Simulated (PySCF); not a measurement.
# Telling isomers of C₅H₇FO₂Si apart by NMR

Computational details: σ from GIAO-PBE0/pcSseg-1, GFN2-xTB structure, in PySCF 2.14 (one conformer, averaged over atoms made equivalent by symmetry, fast rotation or ring inversion, non-relativistic Hamiltonian, isolated molecule).

References, each an isolated molecule treated in the same way: ¹H (31.72 ppm), ¹³C (186.93 ppm) against TMS. Splittings of carbon signals by F and P are missing where no couplings were computed. Where no couplings were computed, multiplicities follow the n + 1 count of equivalent neighbours, and m marks all less simple cases (inequivalent or close neighbours, rings, F or P nearby). Shifts are as computed. Against solution values, carbons near 30 ppm lie about +3 ppm off and those near 130 ppm about +5 ppm. Of 1211 compounds with measured shifts, 218 miss one by over three times the rms of a fit or turn the order of signals round; such compounds aren't used in these exercises. OH and NH positions are gas-phase values without hydrogen bonding to other molecules.

(1) Tabulate the signals of `O=C1OCC=C1C[SiH2]F`, `COC1=C[Si@@H](O)C=C1F`, `O=C1CC([SiH2]F)=CCO1`, `O=C1OCCC=C1[SiH2]F`, `C=C1O[SiH2]C(F)=C[C@@H]1O` and their relative energies.

(2) What is the quickest way to tell O=C1OCCC=C1[SiH2]F from C=C1O[SiH2]C(F)=C[C@@H]1O?

(3) What is the quickest way to tell COC1=C[Si@@H](O)C=C1F from C=C1O[SiH2]C(F)=C[C@@H]1O?

(4) What is the quickest way to tell COC1=C[Si@@H](O)C=C1F from O=C1OCCC=C1[SiH2]F?

Results:

(1) 
| SMILES | carbon types | δC | δH | E rel. (kcal/mol) |
| --- | --- | --- | --- | --- |
| O=C1OCC=C1C[SiH2]F | 2×C 1×CH 2×CH2 | 178.2, 150.3, 138.3, 73.4, 19.7 | 7.14 (t, 1H), 5.23 (m, 2H), 4.96 (m, 2H), 2.11 (m, 2H) | 0.0 |
| COC1=C[Si@@H](O)C=C1F | 2×C 2×CH 1×CH3 | 177.2, 173.3, 103.8, 91.0, 56.8 | 5.07 (m, 1H), 4.96 (m, 1H), 4.00 (m, 1H), 3.79 (s, 3H), 1.20 (br s, 1H) | 38.1 |
| O=C1CC([SiH2]F)=CCO1 | 2×C 1×CH 2×CH2 | 172.3, 148.4, 147.3, 68.8, 39.4 | 6.74 (m, 1H), 5.31 (m, 2H), 4.97 (m, 2H), 3.21 (s, 2H) | 9.9 |
| O=C1OCCC=C1[SiH2]F | 2×C 1×CH 2×CH2 | 170.3, 163.3, 137.7, 67.8, 29.3 | 7.53 (m, 1H), 5.34 (m, 2H), 4.49 (m, 2H), 2.35 (m, 2H) | 3.1 |
| C=C1O[SiH2]C(F)=C[C@@H]1O | 2×C 2×CH 1×CH2 | 185.3, 161.5, 131.9, 98.6, 72.1 | 6.85 (m, 1H), 5.51 (m, 1H), 5.09 (m, 1H), 4.82 (m, 1H), 4.77 (m, 1H), 4.65 (m, 1H), 0.95 (br s, 1H) | 57.4 |

Energies are electronic energies at PBE0/pcSseg-1 on these geometries, without zero-point or thermal terms, each for the one conformer computed, which needn't be the lowest.

(2) Both give the same number of carbon signals, but DEPT or the intensities differ. The first has an allylic sp3 CH2 at 29.3 ppm, the second an allylic sp3 CH bonded to O at 72.1 ppm. Their most deshielded carbons lie at 170.3 and 185.3 ppm. In the proton spectra the most deshielded non-exchanging signals are 7.53 (m, 1H) and 6.85 (m, 1H).

(3) Both give the same number of carbon signals, but DEPT or the intensities differ. The first has a methyl carbon bonded to O (CH3) at 56.8 ppm, the second a β carbon of an enol-ether or enamine type C=C (CH2) at 98.6 ppm. Their most deshielded carbons lie at 177.2 and 185.3 ppm. In the proton spectra the most deshielded non-exchanging signals are 5.07 (m, 1H) and 6.85 (m, 1H).

(4) Both give the same number of carbon signals, but DEPT or the intensities differ. The first has a β carbon of an enol-ether or enamine type C=C (CH) at 91.0 ppm, the second an sp3 CH2 bonded to O at 67.8 ppm. Their most deshielded carbons lie at 177.2 and 170.3 ppm. In the proton spectra the most deshielded non-exchanging signals are 5.07 (m, 1H) and 7.53 (m, 1H).
